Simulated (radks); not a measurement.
Problem. The mean radii <r> (bohr) of the occupied orbitals of an atom or ion are listed with their occupations. Method: scalar-relativistic Kohn-Sham, PBE, spin-unpolarised, spherical densities, point nucleus; computed with a radial shooting solver on a logarithmic mesh with Libxc functionals.

| orbital | occ. | <r> |
|---|---|---|
| 1s | 2 | 0.03427 |
| 2s | 2 | 0.1475 |
| 2p | 6 | 0.1283 |
| 3s | 2 | 0.3633 |
| 3p | 2 | 0.3526 |

Name the element and its charge.

Solution. Z = 43, technetium, charge +29: Tc29+ in [Ne] 3s2 3p2. The 1s radius gives Z: for a bare nucleus <r> = (2 gamma + 1)/(2Z) with gamma = sqrt(1 - (Z/c)^2), 0.03371 bohr for Z = 43, and screening makes it slightly larger (0.03427 here). The occupations add up to 14, and the charge is Z minus that.
